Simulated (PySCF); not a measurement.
Molecule: Pivaloyl Chloride (SMILES CC(C)(C)C(=O)Cl).

Mapped SMILES: `[CH3:1][C:2]([CH3:3])([CH3:4])[C:5](=[O:6])[Cl:7]`. Each H is labelled by its parent atom.

Geometry PBE0-D3(BJ)/def2-SVP throughout; GIAO in PySCF, gas phase, one conformer, non-relativistic; equivalent atoms averaged; basis pcSseg-1.

(1) How do the shifts δ (against TMS, H2O, HCl at the same level) depend on the functional? (ppm; last column core-seconds on 1 thread of an Intel Xeon 6975P-C, shared host; the GGAs took longer than the global hybrids here, which isn't the general rule, and the cause wasn't traced)

(2) Which nucleus moves most, in ppm?

## Answers

(1) 
```csv
functional,kind,C5,C2,C1/C3/C4,O6,Cl7,H(C1)/H(C3)/H(C4),core-s
HF,Hartree–Fock,186.4,41.5,25.8,601.6,321.7,1.19,7
BLYP,GGA,192.0,53.9,30.8,575.5,446.1,1.27,22
OPBE,GGA,180.1,48.9,28.1,544.6,416.8,1.25,22
PBE0,global hybrid,189.6,49.6,28.8,586.0,410.3,1.23,13
B97-2,global hybrid,186.5,49.3,28.6,567.6,402.6,1.24,13
LC-wPBE,range-separated hybrid,191.6,46.9,27.5,595.6,399.1,1.19,26
```

(2) Cl7 (chlorine bonded to C): from 321.7 ppm with HF to 446.1 ppm with BLYP. The smallest spread is 0.08 ppm, at H(C1)/H(C3)/H(C4). Proton shifts span only some 12 ppm, so a few tenths of a ppm matter as much there as several ppm in carbon.
